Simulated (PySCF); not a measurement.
Vertical excitations of a molecule Cl2H5NSi2 from PySCF 2.14.0 with TDDFT-PBE0/def2-SVPD, as energy in eV (oscillator strength): 5.31 (0.017), 5.76 (0.018), 6.52 (0.072), 6.71 (0.000), 7.06 (0.160), 7.08 (0.001), 7.15 (0.015), 7.32 (0.002), 7.36 (0.002), 7.40 (0.064). Lowest triplet (TDA): 4.74 eV. The structure is a stationary point at B3LYP-D3(BJ)/def2-SVP. The values are those of a single conformer.

Identify the compound among the candidates.
A. [SiH3]N[SiH](Cl)Cl
B. N[SiH2][SiH](Cl)Cl
C. Cl[SiH2]N[SiH2]Cl
D. N[Si]([SiH3])(Cl)Cl

B, N[SiH2][SiH](Cl)Cl
